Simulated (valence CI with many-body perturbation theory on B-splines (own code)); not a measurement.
**Level structure of Ar10+**

Computed by configuration interaction combined with many-body perturbation theory (CI+MBPT): six valence electrons over a frozen Dirac-Fock core [He], a basis of 9 s, 9 p, 8 d, 6 f, 3 g, 1 h functions for each j, with the one-electron correlation potential Σ1 (screened to all orders), the two-electron term Σ2, the three-electron term Σ3, Breit, model QED; selected single and double excitations, second order for the rest, scaled by the run's own slope (own B-spline code, finite nucleus).

No measured spectrum was set against this ion. As an estimate, levels of excited configurations hold to 0.05 to 0.15 % of their energy, terms of the ground configuration to about 0.5 %. Among the levels kept, up to 3000 cm⁻¹ of a level comes from second order outside the variational space, and about a tenth of that is noise between levels of different J, which matters for small intervals.

Levels 1 to 45 of 55, with energies above the lowest level, 2s²2p⁴ ³P_2. "Leading %" is the weight of the configuration and term that name the level; weights of strongly mixed levels are sums over their largest components and can fall short. Lifetimes count E1, E2, E3, M1 and M2 decay at the calculated energies, and are blank where another channel may lead or the interval is too uncertain; long ones can be off by a factor of two.

```tsv
No.	Configuration	Term	J	E (eV)	Leading %	Second component	Lifetime	g
1	2s²2p⁴	³P	2	0.00	98			1.492
2	2s²2p⁴	³P	1	1.79	100		14.9 ms	1.500
3	2s²2p⁴	³P	0	2.27	98		332 ms	
4	2s²2p⁴	¹D	2	8.93	98		3.64 ms	1.006
5	2s²2p⁴	¹S	0	18.46	95		395 μs	
6	2s2p⁵	³P°	2	65.69	99		47.9 ps	1.500
7	2s2p⁵	³P°	1	67.22	99		45.9 ps	1.498
8	2s2p⁵	³P°	0	68.08	99		45.3 ps	
9	2s2p⁵	¹P°	1	90.63	99		13.0 ps	1.000
10	2p⁶	¹S	0	153.25	96		15.8 ps	
11	2s²2p³3s	⁵S°	2	307.87	98		793 ps	1.997
12	2s²2p³3s	³S°	1	311.97	97		1.77 ps	1.991
13	2s²2p³3s	³D°	1	320.72	93		5.41 ps	0.536
14	2s²2p³3s	³D°	2	320.78	93	5 % 2s²2p³3s ³P°	5.56 ps	1.181
15	2s²2p³3s	³D°	3	321.03	98		5.57 ps	1.333
16	2s²2p³3s	¹D°	2	322.89	93		2.25 ps	1.022
17	2s²2p³3p	⁵P	1	324.71	97		692 ps	2.489
18	2s²2p³3p	⁵P	2	324.85	96		699 ps	1.825
19	2s²2p³3p	⁵P	3	325.15	97		659 ps	1.664
20	2s²2p³3s	³P°	0	327.45	96		5.75 ps	
21	2s²2p³3s	³P°	1	327.62	93		5.56 ps	1.475
22	2s²2p³3s	³P°	2	328.10	87	5 % 2s²2p³3s ¹D°	5.27 ps	1.464
23	2s²2p³3p	³P	1	328.61	96		574 ps	1.497
24	2s²2p³3p	³P	2	328.74	96		566 ps	1.502
25	2s²2p³3p	³P	0	328.84	98		602 ps	
26	2s²2p³3s	¹P°	1	329.88	92		2.31 ps	0.993
27	2s²2p³3p	¹P	1	335.57	56	39 % 2s²2p³3p ³D	464 ps	0.821
28	2s²2p³3p	³D	2	336.58	89	8 % 2s²2p³3p ³F	627 ps	1.132
29	2s²2p³3p	³D	1	336.98	57	40 % 2s²2p³3p ¹P	409 ps	0.713
30	2s²2p³3p	³D	3	337.01	86	12 % 2s²2p³3p ³F	555 ps	1.302
31	2s²2p³3p	³F	2	337.80	86	9 % 2s²2p³3p ³D	498 ps	0.726
32	2s²2p³3p	³F	3	338.13	83	14 % 2s²2p³3p ³D	465 ps	1.122
33	2s²2p³3p	³F	4	338.42	99		588 ps	1.249
34	2s²2p³3p	¹F	3	338.80	95		635 ps	1.012
35	2s²2p³3p	³P	1	342.40	50	45 % 2s²2p³3p ³S	57.1 ps	1.725
36	2s²2p³3p	³P	0	342.88	97		58.2 ps	
37	2s²2p³3p	³P	2	343.36	94		45.2 ps	1.485
38	2s²2p³3p	³S	1	344.39	48	43 % 2s²2p³3p ³P	57.6 ps	1.705
39	2s²2p³3p	³D	1	344.53	84	7 % 2s²2p³3p ¹P	147 ps	0.597
40	2s²2p³3p	³D	2	344.62	71	20 % 2s²2p³3p ¹D	144 ps	1.121
41	2s²2p³3p	³D	3	345.21	90		169 ps	1.314
42	2s²2p³3p	¹D	2	345.48	61	20 % 2s²2p³3p ³D	141 ps	1.119
43	2s²2p³3d	⁵D°	0	346.17	98		135 ps	
44	2s²2p³3d	⁵D°	1	346.17	98		138 ps	1.498
45	2s²2p³3d	⁵D°	2	346.17	98		172 ps	1.497
```

Names give the largest LS component (configuration and term), which can be under half, so a name can repeat, a term be missing and a line seem to break the LS rules; names also repeat where a configuration has a term twice.

Where two levels of one J and parity lie close, their mixing, g and order are uncertain.

The ionisation energy to 2s²2p³ ⁴S°3/2 of the next ion comes out as 539.87 eV (NIST: 540.4 ± 0.6 eV (semi-empirical)). All 55 levels together are meant to be complete up to 356.65 eV.
